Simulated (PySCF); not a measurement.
Species: C5H10FOSi (doublet state).
Geometry (GFN2-xTB, Å), atoms numbered from 1 in this order:
```xyz
18
C5H10FOSi angstrom
C     -2.103   -1.611   -0.626
O     -0.833   -1.113   -0.320
C     -0.716    0.244   -0.112
Si    -2.176    1.396   -0.102
C      0.507    0.721    0.196
C      1.746   -0.115    0.270
C      2.675    0.150   -0.914
F      3.170    1.433   -0.867
H     -2.004   -2.696   -0.659
H     -2.456   -1.254   -1.600
H     -2.838   -1.336    0.141
H     -1.798    2.788    0.040
H     -3.272    1.142   -1.026
H      0.632    1.780    0.352
H      1.476   -1.170    0.261
H      2.293    0.111    1.189
H      2.144    0.054   -1.866
H      3.544   -0.517   -0.898
```

The hyperfine couplings belong to this conformer and change with its torsions.

As a line formula: `C(/C=C(/[SiH2])OC)CF` [radical].

Method: UKS B3LYP, pcH-1 on C F H O Si, non-relativistic, mean-field spin-orbit, GIAO in PySCF. Isolated species at its GFN2-xTB geometry (one conformer only). A GFN2-xTB geometry isn't a minimum of the functional, and hyperfine couplings can be far from their values at a DFT geometry, by a factor of two or more for some ions and for spin on atoms past the first row. No stability test was run, so a lower SCF solution isn't excluded.

(1) Give the principal g shifts and their parts.

(2) What are the electron Larmor frequencies g μB B/h along the three axes at 330 mT?

(3) At 9.625 GHz, how far is the centre of the isotropic spectrum from where a free electron (g = 2.002319) resonates?

(4) In a frozen sample, at which fields do the three g values resonate at 9.5, 34, 94 and 263 GHz (hyperfine left aside), and which band first spreads them over more than twice a line width of 1.0 mT?

## Answers

(1) 
```tsv
Δg (ppm)	1	2	3
relativistic mass correction	-128	-128	-128
gauge correction	9	49	48
orbital Zeeman/spin–orbit	-40	1447	2028
total	-159	1369	1948
```

So g = 2.00216, 2.00369, 2.00427 and g_iso = 2.00337; the tensor is rhombic: the two nearest values differ by 27 % of g3 − g1. 

(2) 9.2475, 9.2546, 9.2572 GHz for g1, g2 and g3, a range of 9.7 MHz.

(3) B = hν/(g μB) with μB/h = 13.99624 MHz/mT gives 343.44 mT for the free electron and 343.26 mT at g_iso, 0.18 mT lower.

(4) 
| band | GHz | B(g3) mT | B(g2) mT | B(g1) mT | spread mT |
| --- | --- | --- | --- | --- | --- |
| X | 9.5 | 338.65 | 338.75 | 339.01 | 0.36 |
| Q | 34.0 | 1212.03 | 1212.38 | 1213.30 | 1.28 |
| W | 94.0 | 3350.89 | 3351.86 | 3354.42 | 3.53 |
| J | 263.0 | 9375.38 | 9378.08 | 9385.24 | 9.87 |

The spread grows in proportion to the frequency. W band is the first where it exceeds 2.0 mT.

The largest Mulliken spin populations are on Si4 (+0.89), C5 (+0.28) and C3 (-0.13). The angles at Si4 add up to 346.9°, so it is slightly pyramidal.

The HOMO–LUMO gaps are 5.15 eV among the α and 3.95 eV among the β orbitals.

On one thread of an Arm Neoverse N1, shared host with 64 logical CPUs at a one-minute load of 34, this took 3.1 min wall (grids of density and orbitals included) and 1.1 GiB of memory at its peak.
